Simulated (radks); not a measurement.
Task: These are the eigenvalues of the occupied orbitals of an atom or ion with whole-number occupations (eV). All-electron calculation, non-relativistic Kohn-Sham, LDA (Slater exchange, Perdew-Wang correlation), spin-unpolarised, spherical densities, point nucleus. Program: a radial shooting solver on a logarithmic mesh with Libxc functionals.

1s: -61931.02
2s: -10160.11
2p: -9736.152
3s: -2318.595
3p: -2122.197
3d: -1754.882
4s: -469.7134
4p: -388.2545
4d: -239.8411
5s: -75.3902
5p: -52.3140
4f: -47.5433
5d: -19.2126

Which element is it, and in what charge state? The configuration may be excited.

Result: Z = 73, tantalum, charge +2: Ta2+ in [Xe] 4f14 5d3. The list shows which subshells hold electrons but not how many an open one holds; the 1s level, -2275.9 hartree, gives Z - s = 67.5 by -(Z - s)^2/2, which with screening narrows Z to a few neighbours, and the depths of the outer levels then fix element, charge and occupations together.
